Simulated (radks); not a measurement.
Task: The mean radii <r> (bohr) of the occupied orbitals of an atom or ion are listed with their occupations. Method: Dirac Kohn-Sham, PBEsol, spin-unpolarised, spherical densities, point nucleus; computed with a radial shooting solver on a logarithmic mesh with Libxc functionals.

| orbital | occ. | <r> |
|---|---|---|
| 1s1/2 | 2 | 0.02401 |
| 2s1/2 | 2 | 0.09781 |
| 2p1/2 | 1 | 0.08126 |

Name the element and its charge. Open shells, if any, fill j = l - 1/2 first.

Result: Z = 59, praseodymium, charge +54: Pr54+ in [He] 2s2 2p1. The 1s radius gives Z: for a bare nucleus <r> = (2 gamma + 1)/(2Z) with gamma = sqrt(1 - (Z/c)^2), 0.02377 bohr for Z = 59, and screening makes it slightly larger (0.02401 here). The occupations add up to 5, and the charge is Z minus that.
